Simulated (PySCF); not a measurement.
## Arsenic: a sound run and one with changed settings

Sound run: As [Ar] 3d10 4s2 4p3, As⁺ [Ar] 3d10 4s2 4p2. Computed with PySCF 2.14 in cc-pVTZ-DK (6s5p3d1f, 43 functions), with the spin-free X2C one-electron Hamiltonian (Gaussian nucleus). In the sound run the correlated levels freeze [Ar] 3d10. The sound run starts from symmetry-adapted Hartree-Fock orbitals and uses a fine grid where one is needed.

Changed run: a valence shell is frozen. This setting is unsound on purpose.

```tsv
species	method	sound run (hartree)	changed run (hartree)	converged
As	MP2	-2259.08520	-2259.02959	yes
As	CCSD(T)	-2259.10205	-2259.03444	yes
As⁺	MP2	-2258.72193	-2258.67364	yes
As⁺	CCSD(T)	-2258.73883	-2258.67557	yes
```

Ionisation energy of As:

```tsv
method	sound run (eV)	changed run (eV)
UHF	9.413	9.413
MP2	9.885	9.686
SCS-MP2	9.740	9.504
CCSD	9.853	9.760
CCSD(T)	9.884	9.765
```

Freezing a valence shell removes pair correlation that changes on ionisation.

For comparison, NIST gives 9.789 eV between the lowest levels.
